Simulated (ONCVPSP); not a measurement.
# lutetium: excitation energies, all-electron against ONCV

Lu (Z = 71), optimised norm-conserving Vanderbilt (ONCV), made with ONCVPSP 4.0.1 (LDA (Perdew-Zunger), scalar-relativistic). Core [Kr] 4d10, reference 4f14 5s2 5p6 5d1 6s2. Waves: 5s+6s: rc 2.10 bohr, ncon 3, nbas 7, qcut 5 1/bohr, 2 projectors; 5p: rc 2.00 bohr, ncon 5, nbas 8, qcut 6.6 1/bohr, 3 projectors, debl 0.6 Ha; 5d: rc 2.45 bohr, ncon 4, nbas 7, qcut 4.6 1/bohr, 2 projectors, debl 4 Ha; 4f: rc 1.15 bohr, ncon 5, nbas 10, qcut 16.2 1/bohr, 2 projectors, debl 3.3 Ha. Local part: polynomial inside 0.80 bohr (lpopt 2, dvloc0 6 Ha). Core correction: none.

In the p channel the program set the typed energies aside and used -1.168, 0.250, 0.850 Ha.

Energies are relative to the spin-unpolarised reference configuration 4f14 5s2 5p6 5d1 6s2; without spin polarisation the order of configurations can differ from experiment. Not all tests gave a result: 1 of 4 tests not solved or not reliable.

```json
{"valence configuration": "4f14 5s2 5p6 5d1 6s1", "charge": "+1", "ΔE all-electron (eV)": "7.582", "error AE − PS (meV)": "-2.0"}
{"valence configuration": "4f14 5s2 5p6 5d1 6s0", "charge": "+2", "ΔE all-electron (eV)": "21.154", "error AE − PS (meV)": "-7.4"}
{"valence configuration": "4f13 5s2 5p6 5d2 6s1", "charge": "+1", "ΔE all-electron (eV)": "19.010", "error AE − PS (meV)": "+35"}
```

Levels in the configuration 4f14 5s2 5p6 5d1 6s1:

| level | all-electron (eV) | pseudo (eV) |
| --- | --- | --- |
| 4f | -16.625 | -16.663 |
| 5s | -68.015 | -68.025 |
| 5p | -38.597 | -38.594 |
| 5d | -8.152 | -8.149 |
| 6s | -10.494 | -10.494 |

Note: no bound ghost flagged; GHOST(+) flagged for s at 49.9 eV, d at 104.6 eV, p at 466.7 eV.
